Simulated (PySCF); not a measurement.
PySCF 2.14 output of a UHF calculation on a single atom or ion in cc-pVDZ-PP with ECP28MDF (4s4p3d1f, 38 functions), with a scalar-relativistic core potential:

```
SCF conv_tol = 1e-09
number electrons alpha = 9  beta = 6
cycle= 1 E= -93.5806409942771  delta_E= -0.00571  |g|= 0.0241  |ddm|= 0.0485
cycle= 2 E= -93.5808176334246  delta_E= -0.000177  |g|= 0.00485  |ddm|= 0.00908
cycle= 3 E= -93.58082879524  delta_E= -1.12e-05  |g|= 0.00101  |ddm|= 0.00488
cycle= 4 E= -93.5808297269073  delta_E= -9.32e-07  |g|= 0.000497  |ddm|= 0.00144
cycle= 5 E= -93.5808300599339  delta_E= -3.33e-07  |g|= 5.97e-05  |ddm|= 0.00107
cycle= 6 E= -93.580830062209  delta_E= -2.28e-09  |g|= 5.86e-06  |ddm|= 0.00017
cycle= 7 E= -93.580830062249  delta_E= -4.01e-11  |g|= 8.07e-07  |ddm|= 1.28e-05
converged SCF energy = -93.580830062249  <S^2> = 3.7548267  2S+1 = 4.0024126
```

The run itself started from symmetry-adapted Hartree-Fock orbitals and held the occupation by maximum overlap, so the iterations belong to that start.

Problem. Which element, charge and spin multiplicity is this?

Solution. Ru+ (ruthenium, charge +1), multiplicity 4; the state was [Kr] 4d7, high-spin 4F determinant.

Energies and moments cover only the electrons outside the core potential.
